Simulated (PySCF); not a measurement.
# ECD: `C[C@@H]1[SiH2]N([SiH3])[Si@@H]1Br`, C₂H₁₀BrNSi₃

Geometry (Å), atoms numbered from 1 in this order:
```xyz
17

C    -2.3878    0.4130   -1.1747
C    -1.3819   -0.4290   -0.4008
Si   -0.3983    0.3982    1.0316
N     1.0539   -0.1062    0.1749
Si    2.7351    0.0185    0.5816
Si    0.2971   -0.8136   -1.2231
Br    0.7000    0.4161   -3.0129
H    -3.2270    0.6877   -0.5367
H    -2.7793   -0.1362   -2.0314
H    -1.9318    1.3293   -1.5449
H    -1.8784   -1.3450   -0.0742
H    -0.5008   -0.2532    2.3338
H    -0.4992    1.8527    1.0985
H     3.4634    0.2379   -0.6677
H     3.1534   -1.2443    1.2003
H     2.8446    1.1437    1.5051
H     0.7301   -2.1575   -1.5634
```

Level of theory: PySCF 2.14.0, TDDFT CAM-B3LYP/def2-SVPD circular dichroism and optical rotation, one conformer, gas phase. Geometry: GFN2-xTB.

The calculation is non-relativistic, which matters for the atoms heavier than Zn.

**Question.** What are the CIP labels of the stereocentres?

**Answer.** C2 R, Si6 R.

**Question.** List the lowest 16 singlet excitations with oscillator and rotatory strengths.

**Answer.** Rotatory strengths R in 10⁻⁴⁰ esu² cm², velocity form and length form (origin at the centre of mass); f in length form.
```
state  E (eV)  λ (nm)      f  R (velocity)  R (length)                                    main
    1    5.95     208  0.003          -9.6        -9.7                          HOMO→LUMO 0.93
    2    6.33     196  0.054         -48.0       -48.1                        HOMO−1→LUMO 0.88
    3    6.84     181  0.047         -25.8       -23.8      HOMO→LUMO+2 0.64, HOMO→LUMO+1 0.21
    4    7.02     177  0.015          -3.3        -3.2  HOMO−1→LUMO+1 0.56, HOMO−1→LUMO+2 0.24
    5    7.13     174  0.021          -3.2        -2.8      HOMO−2→LUMO 0.33, HOMO→LUMO+1 0.23
    6    7.24     171  0.010          +0.5        +0.8      HOMO−3→LUMO 0.56, HOMO−4→LUMO 0.14
    7    7.32     169  0.052         +37.5       +36.2      HOMO−2→LUMO 0.31, HOMO→LUMO+1 0.21
    8    7.40     168  0.009         -12.5       -12.7  HOMO−1→LUMO+2 0.60, HOMO−1→LUMO+1 0.17
    9    7.48     166  0.008         -32.0       -31.2  HOMO−2→LUMO+1 0.57, HOMO−2→LUMO+2 0.13
   10    7.57     164  0.003          +0.7        -0.3      HOMO→LUMO+6 0.40, HOMO→LUMO+4 0.26
   11    7.65     162  0.013          -8.1        -8.5      HOMO−4→LUMO 0.44, HOMO→LUMO+3 0.11
   12    7.72     161  0.030         -20.1       -19.9                        HOMO→LUMO+3 0.49
   13    7.80     159  0.010          -0.3        -0.5    HOMO−3→LUMO+1 0.20, HOMO−4→LUMO 0.12
   14    7.83     158  0.053          +2.2        -1.7      HOMO→LUMO+5 0.20, HOMO→LUMO+7 0.14
   15    7.90     157  0.029         +81.0       +80.7      HOMO→LUMO+8 0.28, HOMO→LUMO+4 0.23
   16    8.02     155  0.016         +23.5       +24.2      HOMO→LUMO+6 0.20, HOMO→LUMO+5 0.15
```

For states 10, 14 the two forms differ in sign, so the sign of R isn't settled.

Among the states computed, the strongest CD band (largest |R|) is state 15. The largest dissymmetry factor in size, g = 4R/(D+G), with D and G the electric and magnetic dipole strengths, is -0.041 for state 9 (velocity form, f = 0.009), among bands with |R| over 0.5. The mirror image has the same energies and oscillator strengths and all R with the opposite sign.
